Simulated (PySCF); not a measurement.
GeH4O4, SMILES [OH][Ge]([OH])([OH])[OH].

Coordinates come from a PBE0-D3(BJ)/def2-SVP optimisation. The isomer is the one that the SMILES or the coordinates give; other isomers of the formula were not compared. One conformer was computed; it need not be the lowest.

Two levels are set side by side: PBE/def2-TZVP (PySCF) and B3LYP/def2-TZVP (PySCF). Same geometry, gas phase. Differences are taken from unrounded values.

```
quantity                     B3LYP
---------------------------  -----
orbital gap (eV)              8.24
highest occupied level (eV)  -8.93
lowest empty level (eV)      -0.69
mean polarisability (bohr³)   39.9
```

### Question
What does PBE give, and how far is it from B3LYP? (Estimate from the structure and the level; the computed values follow.)

### Answer

```json
[
 {"quantity": "orbital gap (eV)", "PBE": "6.14", "PBE minus B3LYP": "-2.10"},
 {"quantity": "highest occupied level (eV)", "PBE": "-7.40", "PBE minus B3LYP": "1.52"},
 {"quantity": "lowest empty level (eV)", "PBE": "-1.26", "PBE minus B3LYP": "-0.58"},
 {"quantity": "mean polarisability (bohr³)", "PBE": "41.9", "PBE minus B3LYP": "2.0"}
]
```

PBE's occupied levels lie high since its potential decays too fast outside the molecule; exact exchange lowers them and widens the gap. PBE's more diffuse valence density responds more strongly to a field. Differences between two approximate levels are no errors against the true value.

Rough cost on one machine, each run with all the roots and properties that it gave: B3LYP against PBE within a factor of 2.
